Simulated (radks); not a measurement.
N, configuration [He] 2s2 2p3.

Calculated with a radial shooting solver on a logarithmic mesh with Libxc functionals: scalar-relativistic Kohn-Sham, PBE, spin-unpolarised, spherical densities, finite nucleus; Fermi nuclear charge, rms radius 2.5582 fm; hard spherical wall at 8 bohr.

Energy parts (Ry):
| part | energy |
|---|---|
| total | -108.90577 |
| kinetic | 108.68972 |
| electron-nucleus | -256.23426 |
| Hartree | 51.77281 |
| exchange-correlation | -13.13405 |

Orbitals (lengths in bohr, moments of r in powers of bohr; r(90%) holds 90 % of the orbital's charge):
[
 {"orbital": "1s", "occ.": "2", "eigenvalue (Ry)": "-28.27477", "r(90%)": "0.412"},
 {"orbital": "2s", "occ.": "2", "eigenvalue (Ry)": "-1.36459", "r(90%)": "2.12"},
 {"orbital": "2p", "occ.": "3", "eigenvalue (Ry)": "-0.51984", "r(90%)": "2.59"},
 {"orbital": "3s", "occ.": "0", "eigenvalue (Ry)": "0.08150", "r(90%)": "6.08"},
 {"orbital": "3p", "occ.": "0", "eigenvalue (Ry)": "0.22678", "r(90%)": "6.32"},
 {"orbital": "3d", "occ.": "0", "eigenvalue (Ry)": "0.36965", "r(90%)": "6.39"}
]

The highest occupied level is 2p at -7.073 eV. The electron density at the nucleus is 211.8 e/bohr^3 (large components only). The pressure on the wall is 0.00789 GPa. Summed over all electrons, <r^2> = 13.07 bohr^2, which gives a Langevin (diamagnetic) susceptibility term of -10.4 x 10^-6 cm^3/mol.
